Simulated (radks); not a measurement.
Coulomb parameter of the 4d shell of the niobium ion Nb3+ in the model configuration [Kr] 4d1 5s1, as a second difference U = [E(n + 0.25) + E(n - 0.25) - 2 E(n)] / (0.25)^2 with all orbitals relaxed. "Bare": the charge of the atom changes with n. "Screened": the 5s shell takes up the change at fixed total charge, which measures U(4d,4d) + U(5s,5s) - 2 U(4d,5s). All-electron calculation, scalar-relativistic Kohn-Sham, PBEsol, spin-unpolarised, spherical densities, point nucleus. Program: a radial shooting solver on a logarithmic mesh with Libxc functionals.

case                 configuration  E - E(n) (eV)
start                 [Kr] 4d1 5s1          0.000
bare +0.25         [Kr] 4d1.25 5s1         -8.048
bare -0.25         [Kr] 4d0.75 5s1          8.833
screened +0.25  [Kr] 4d1.25 5s0.75         -1.577
screened -0.25  [Kr] 4d0.75 5s1.25          1.660

U(bare) = 12.566 eV, U(screened by 5s) = 1.331 eV, against the Slater integral F0(4d,4d) = 14.842 eV with frozen orbitals.
